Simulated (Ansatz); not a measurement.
Reaction (formal exchange of groups at the Si–O bond): `F[SiH]([SiH3])OC=S` + `[SiH3]Cl` → `F[SiH]([SiH3])[SiH2]Cl` + `OC=S`

Calculated with Ansatz (gas phase, PBE0-D4/def2-TZVP geometries, no zero-point term in ΔE). CCSD(T)/CBS is the MP2 limit (def2-TZVPP, def2-QZVPP) plus CCSD(T) − MP2 in def2-TZVPP, frozen cores. This one scheme is used for every species. DFT in def2-TZVPP. Each species was taken in one conformer, which may not be the lowest.

`F[SiH]([SiH3])OC=S`:

```xyz
11

F    -1.128    1.976   -0.338
Si   -1.018    0.388   -0.455
Si    1.046   -0.155   -1.429
O    -1.172   -0.247    1.082
C    -0.227   -0.286    2.022
S    -0.442   -0.881    3.496
H    -2.215   -0.107   -1.164
H     2.161    0.439   -0.645
H     1.071    0.378   -2.815
H     1.188   -1.634   -1.456
H     0.736    0.127    1.702
```

`[SiH3]Cl`:

Cartesian coordinates in Å:
```
Si -0.018 -0.077 0.102
Cl 0.269 1.148 -1.522
H -1.473 -0.189 0.354
H 0.664 0.524 1.271
H 0.557 -1.406 -0.204
```

`F[SiH]([SiH3])[SiH2]Cl`:

Cartesian coordinates in Å:
```
F -1.485 1.729 -0.692
Si -0.552 0.414 -0.733
Si -1.334 -1.172 0.808
Si 1.667 1.003 -0.251
Cl 2.679 -0.799 -0.234
H -0.605 -0.136 -2.116
H -2.779 -1.439 0.580
H -1.140 -0.673 2.195
H -0.563 -2.430 0.625
H 1.814 1.626 1.088
H 2.299 1.879 -1.269
```

`OC=S`:

Cartesian coordinates in Å:
```
O 0.562 0.600 0.582
C -0.301 -0.145 -0.107
S -1.880 -0.180 0.181
H 1.456 0.468 0.243
H 0.162 -0.742 -0.898
```

| level | ΔE (eV) |
| --- | --- |
| r2SCAN-D4 | 0.94 |
| ωB97X-V | 0.98 |
| PBE | 0.76 |
| r2SCAN | 0.94 |
| PBE0 | 0.83 |
| CCSD/def2-TZVPP | 1.08 |
| SCS-MP2/def2-QZVPP | 1.14 |
| MP2/CBS(def2) | 1.09 |

(1) What does CCSD(T)/CBS give? (Estimate.)

Largest T1 diagnostic among the species: 0.018.

Answers

(1) Computed: +1.03 eV. The listed levels differ from it by -0.09, -0.05, -0.27, -0.09, -0.20, 0.05, 0.11, 0.06 eV.

In def2-TZVPP, CCSD(T) changes the Hartree–Fock value by −0.17 eV (the triples alone add −0.02 eV) and MP2 by −0.11 eV. From PBE to PBE0 (25 % exact exchange), in def2-TZVPP and without D4, ΔE moves by +0.08 eV.
